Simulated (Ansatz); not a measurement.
`NC[SiH2][NH][AlH2]` + H₂O → `[OH][AlH2]` + `NC[SiH2]N`  (formal hydrolysis of the Al–N bond)

Gas-phase electronic energies from Ansatz, PBE0-D4/def2-TZVP geometries. CCSD(T)/CBS is the MP2 limit (def2-TZVPP, def2-QZVPP) plus CCSD(T) − MP2 in def2-TZVPP, frozen cores. This one scheme is used for every species. DFT in def2-TZVPP. B3LYP here is the variant with VWN-RPA as its local correlation; programs differ in this. One conformer a species, not always the lowest.

`NC[SiH2][NH][AlH2]`:

```xyz
14

N     1.293   -2.031   -1.120
C     1.256   -0.820   -0.308
Si   -0.505   -0.531    0.294
N    -0.700    0.977    1.121
Al   -1.521    2.462    0.581
H     2.235   -2.255   -1.415
H     0.737   -1.920   -1.958
H     1.634    0.088   -0.805
H     1.885   -0.971    0.576
H    -1.401   -0.494   -0.897
H    -0.900   -1.671    1.166
H    -0.301    0.999    2.051
H    -2.155    2.478   -0.867
H    -1.556    3.690    1.581
```

H₂O:

Cartesian coordinates in Å:
```
O 0.327 0.076 -0.197
H -0.017 -0.784 0.053
H -0.310 0.708 0.145
```

`[OH][AlH2]`:

```xyz
5

O     0.415   -0.701    0.904
Al   -0.018    0.182   -0.478
H    -0.011   -0.593    1.753
H    -1.186    1.250   -0.393
H     0.801   -0.138   -1.786
```

`NC[SiH2]N`:

Cartesian coordinates in Å:
```
N 0.012 -0.244 -1.643
C -0.449 -0.913 -0.424
Si -0.349 0.312 0.997
N 1.294 0.804 1.088
H 0.066 -0.892 -2.419
H -0.636 0.485 -1.914
H 0.243 -1.728 -0.191
H -1.453 -1.359 -0.494
H -0.754 -0.303 2.292
H -1.330 1.410 0.714
H 1.749 0.972 0.203
H 1.607 1.455 1.790
```

| level | ΔE (kcal/mol) | difference from CCSD(T)/CBS |
| --- | --- | --- |
| PBE0-D4 | -8.0 | -0.3 |
| B3LYP-D4 | -9.0 | -1.3 |
| ωB97X-V | -9.2 | -1.5 |
| r2SCAN | -9.4 | -1.7 |
| HF/def2-TZVPP | -10.3 | -2.6 |
| SCS-MP2/def2-TZVPP | -8.7 | -1.0 |
| CCSD/def2-TZVPP | -8.4 | -0.7 |
| SCS-MP2/def2-QZVPP | -8.6 | -0.9 |
| MP2/CBS(def2) | -8.0 | -0.3 |
| CCSD/CBS(def2) | -8.1 | -0.4 |
| CCSD(T)/CBS | -7.7 | 0 |

Largest T1 diagnostic among the species: 0.012.

The D4 term adds +1.3 kcal/mol with B3LYP and +0.8 kcal/mol with PBE0; it sums over pairs of atoms, weighted by their polarisabilities, and B3LYP, whose exchange is more repulsive, gets the larger term. In def2-TZVPP, CCSD(T) changes the Hartree–Fock value by +2.3 kcal/mol (the triples alone add +0.4 kcal/mol) and MP2 by +2.0 kcal/mol.
